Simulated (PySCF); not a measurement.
C2H5BF2O, SMILES C[C@H](O)B(F)F. Geometry optimised at r2SCAN-D4/def2-SVP. The structure was generated by enumeration; whether it is a known compound was not checked. One conformer was computed; it need not be the lowest.

Computed equilibrium geometry at r2SCAN-D4/def2-SVP (PySCF confirms it by a frequency run) as Cartesian coordinates in Å (one conformer of several):
```xyz
11

C     -1.6668    -0.2429    -0.7944
C     -0.5314    -0.6007     0.1706
O     -0.8774    -0.3660     1.5234
B      0.7730     0.2087    -0.1699
F      1.2790     0.1459    -1.3953
F      1.4069     0.9611     0.7065
H     -1.9615     0.8118    -0.6732
H     -2.5570    -0.8645    -0.5969
H     -1.3704    -0.4068    -1.8422
H     -0.2708    -1.6732    -0.0002
H     -1.6698    -0.8841     1.7172
```
